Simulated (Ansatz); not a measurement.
CH5Si (SMILES C[SiH2]) moved off its minimum; all values from Ansatz (a program for electronic structure), cores frozen in correlated methods. Open shells are unrestricted.
(charge 0, multiplicity 2)
```xyz
7

C     -1.2166    -0.1322     0.2362
Si     0.6257     0.0018    -0.1872
H     -1.7425     0.5747    -0.3718
H     -1.5746    -1.1326    -0.0880
H     -1.3966     0.0134     1.2310
H      1.1770     1.3877     0.2489
H      1.5332    -0.9909     0.5655
```

Task: Give the forces (eV/Å), the total energy and the dipole at CCSD(T)/cc-pV(T+d)Z.

Result: 
```csv
atom,Fx,Fy,Fz
C1,0.949,-1.589,-2.935
Si2,0.952,0.559,1.023
H3,-0.430,0.616,-0.233
H4,0.134,0.455,0.361
H5,-0.565,0.404,2.697
H6,-0.408,-0.793,-0.437
H7,-0.632,0.348,-0.476
```
Energy -330.0339 hartree, dipole 1.00 D.
